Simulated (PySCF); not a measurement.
Unknown compound

The spectra below were simulated for a compound C4H4ClF3OSi.

$^{1}$H NMR (400 MHz, computed): δ 6.77 (m, 1H), 4.51 (s, 3H).

$^{13}$C{$^{1}$H} NMR (computed): δ 178.8 (C), 156.4 (C), 142.3 (CH), 132.3 (C).

Theoretical values (PySCF 2.14): shielding tensors at PBE0/pcSseg-1 (GIAO), geometry from GFN2-xTB. One averaged value for each set of equivalent atoms, isolated molecule, relativity neglected, single conformer.

Chemical shifts δ = σref − σ; $^{1}$H and $^{13}$C against TMS, all at this level.

Question: What is the structure?

Answer: 
- The formula gives 2 degrees of unsaturation (no ring in the answer).
- 4 carbon signals for 4 carbons: no two carbons are equivalent.
- Carbon types of the structure: 3 × C, 1 × CH, leaving 3 H on heteroatoms.
- δC 178.8: carbonyl carbon.
- δC 156.4: α carbon of a C=C–C=O unit; as expected for a trigonal carbon in a double bond.
- δC 142.3: β carbon of a C=C–C=O unit; conjugation with the carbonyl draws π density from the β position.
- δC 132.3: CF3 carbon; 3 electronegative neighbours deshield it.
- δH 6.77: hydrogen on a β carbon of a C=C–C=O unit; olefinic region.
- δH 4.51: hydrogen on a silicon bonded to C.

These data were computed for `O=C(Cl)/C([SiH3])=C/C(F)(F)F`.

This is the structure that produced the data.

Carbons that carry Cl, above all several Cl atoms, come out too deshielded, partly because spin–orbit coupling is missing. Splittings by $^{19}$F in the carbon and heteronuclear signals aren't shown, as no couplings were computed. Shifts are as computed. Against solution values, carbons near 30 ppm lie about +3 ppm off and those near 130 ppm about +5 ppm; carbons on Cl a further +6 ppm. Of 1211 compounds with measured shifts, 218 miss one by over three times the rms of a fit or turn the order of signals round; such compounds aren't used in these exercises. No couplings were computed; multiplicities are counted from neighbouring protons, with m where these are inequivalent, close in shift, in a saturated or five-membered ring or joined by F or P, and br s for small geminal =CH2 splittings.
